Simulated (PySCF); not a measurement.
## Basis and Hamiltonian dependence of the ionisation energy of As⁺

As⁺ [Ar] 3d10 4s2 4p2 (3P) → As²⁺ [Ar] 3d10 4s2 4p1 (2P). All values are computed (PySCF 2.14, energy differences of UHF-based or UKS calculations, no spin-orbit coupling). Values in eV.

```tsv
basis	Hamiltonian	functions	UHF	LDA	PBE0	MP2 (valence)	CCSD(T) (valence)	CCSD(T) (valence and next inner shell)
cc-pVDZ-PP with ECP10MDF	ECP	23	17.975	n/a	n/a	18.237	18.269	n/a
def2-SVP	non-relativistic	32	18.007	n/a	18.612	18.267	18.298	n/a
6-31G*	non-relativistic	32	18.036	18.770	n/a	18.282	18.314	n/a
x2c-SVPall	spin-free X2C	32	18.001	n/a	18.598	18.262	18.296	n/a
ANO-RCC-VTZP	spin-free X2C	43	17.987	18.658	18.558	18.353	18.407	18.476
pcseg-2	non-relativistic	43	17.996	18.678	18.577	18.364	18.419	n/a
jorge-DZP-DKH	spin-free X2C	43	17.947	n/a	18.486	17.928	17.860	n/a
def2-TZVP	non-relativistic	48	17.978	n/a	18.564	18.353	18.407	n/a
x2c-TZVPPall with one added diffuse shell each of s, p, d type	spin-free X2C	57	17.936	18.626	18.531	18.310	18.369	18.445
dyall-av2z	non-relativistic	92	17.949	18.634	18.528	18.232	18.271	n/a
aug-cc-pVQZ-DK	spin-free X2C	93	17.979	18.652	18.552	18.386	18.436	n/a
x2c-QZVPPall	spin-free X2C	97	17.979	18.661	18.556	18.385	18.436	n/a
dyall-v3z	spin-free X2C	128	17.980	18.661	18.556	18.354	n/a	n/a
```

Task: Estimate the row for def2-TZVPPD (non-relativistic, 54 functions).

Result: From the rows with the same Hamiltonian and similar size; the calculation gives UHF 17.97; LDA 18.66; PBE0 18.56; MP2 (valence) 18.34; CCSD(T) (valence) 18.40; CCSD(T) (valence and next inner shell) 18.46 (eV).

Frozen in the all-electron rows: valence: [Ar] 3d10; valence and next inner shell: [Ne]; with a core potential, the same shells as far as they lie outside it.

Non-relativistic rows lack the scalar-relativistic shift.

Between the lowest levels the reference is 18.589 eV (measured; NIST Atomic Spectra Database, ionization energies); it includes spin-orbit coupling, which these numbers lack.
